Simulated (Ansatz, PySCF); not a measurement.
Here is a job for Ansatz (a quantum-chemistry and plane-wave program).
Ansatz 0.2 input:
```yaml
crystal:
  periodic: [false, false, false]
  atoms:
    - {symbol: F, position_ang: [-1.94047091, -1.04246775, -0.07111409]}
    - {symbol: C, position_ang: [-1.27115926, 0.02973402, 0.32225778]}
    - {symbol: F, position_ang: [-1.89743270, 1.11662875, -0.10056321]}
    - {symbol: I, position_ang: [0.79562430, -0.01595949, -0.00732926]}
basis:
  gaussian:
    orbitals: 6-311G__.json
hamiltonian:
  xc: b3lyp5
magnetization: {spin_polarized: true, initial_magnetization: 1}
accuracy: high
```
The basis file holds 6-311G** in the JSON format of the Basis Set Exchange.

Task: Write the same job for PySCF.

Result: Several could match; the one computed here: 
```python
from pyscf import gto, scf, dft

mol = gto.M(
    atom='''
F    -1.94047091   -1.04246775   -0.07111409
C    -1.27115926    0.02973402    0.32225778
F    -1.89743270    1.11662875   -0.10056321
I     0.79562430   -0.01595949   -0.00732926
''',
    basis='6-311g**',
    spin=1,
    verbose=3,
)

mf = dft.UKS(mol)
mf.xc = 'b3lyp5'
mf.grids.atom_grid = (99, 590)
mf.grids.prune = None
mf.kernel()
```

Both were run: Ansatz gave -7157.004119 Eh and PySCF -7157.004117 Eh, 0.002 mEh apart.
